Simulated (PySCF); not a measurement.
Species: C5H5GeN.
Numbering: `[N:1]#[C:2][C:3]1=[CH:4][GeH2:5][CH:6]=[CH:7]1` (hydrogens: H8 on C4; H9, H10 on Ge5; H11 on C6; H12 on C7)

Computed, not measured: PySCF 2.14.0, PBE0-D3(BJ)/def2-SVP geometry optimisation, gas phase.

(1) What internal coordinates does the optimisation give?

Answers

(1) 
| bond | length (pm) |
| --- | --- |
| N1≡C2 | 116.0 |
| C2–C3 | 143.3 |
| C3=C4 | 135.5 |
| C4–Ge5 | 194.8 |
| Ge5–C6 | 194.3 |
| C6=C7 | 134.4 |
| C3–C7 | 148.9 |
| C4–H8 | 109.1 |
| Ge5–H9, Ge5–H10 | 153.6 |
| C6–H11 | 109.1 |
| C7–H12 | 109.5 |

Bonds in one row agree within 1 pm and their mean is given. A selection of angles:
| angle | degrees |
| --- | --- |
| N1–C2–C3 | 179.3 |
| C2–C3–C4 | 122.8 |
| C2–C3–C7 | 119.3 |
| C4–C3–C7 | 118.0 |
| C3–C4–Ge5 | 107.1 |
| C3–C4–H8 | 122.2 |
| Ge5–C4–H8 | 130.6 |
| C4–Ge5–C6 | 89.5 |
| C4–Ge5–H9 | 113.3 |
| C6–Ge5–H9 | 114.7 |
| H9–Ge5–H10 | 110.1 |
| Ge5–C6–C7 | 108.0 |
| Ge5–C6–H11 | 129.5 |
| C7–C6–H11 | 122.4 |
| C6–C7–H12 | 123.9 |
| C3–C7–C6 | 117.3 |
| C3–C7–H12 | 118.7 |

Torsions: C2–C3–C4–Ge5 180° (antiperiplanar); C3–C4–Ge5–C6 0° (synperiplanar); C4–Ge5–C6–C7 0° (synperiplanar); Ge5–C6–C7–C3 0° (synperiplanar); C2–C3–C7–C6 180° (antiperiplanar).

The 4 C–C bonds span 1.344 Å (C6=C7, drawn double) to 1.489 Å (C3–C7, drawn single), a spread of 0.145 Å. The 7 heavy atoms lie in one plane (0.001 Å rms). The 5-membered ring C3–C4–Ge5–C6–C7 has internal angles of 89.5° to 118.0° (sum 540°, against 540° for a flat polygon); it is planar, 0.00 Å rms from its mean plane, widest ring torsion 0°. Ge5 (germanium bonded to 2 C and 2 H) has angles from 89.5° to 114.7°.

Point group: Cs (tolerance 0.08 Å). No PBE0-D3(BJ)/def2-SVP frequencies stand behind this structure, so it isn't proved a minimum.
